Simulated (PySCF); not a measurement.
A calculated (r2SCAN, PySCF 2.14, 6-31G*, no relativity, point nucleus) atom or ion has these occupied shells.

```csv
shell,electrons,orbital energy (eV),"rms radius, mean of both spins (bohr)"
1s β,1,-5345.4,0.0777
1s α,1,-5345.4,0.0777
2s α,1,-602.18,0.337
2s β,1,-600.78,0.337
2p α,3,-506.43,0.305
2p β,3,-505.36,0.305
3s α,1,-73.415,1.03
3s β,1,-69.129,1.03
3p α,3,-47.367,1.13
3p β,3,-42.970,1.13
3d α,4,-8.078,1.55
```

(1) Name the element and its charge.

Answers

(1) V+ (vanadium, charge +1), in [Ar] 3d4, high-spin 5D determinant.
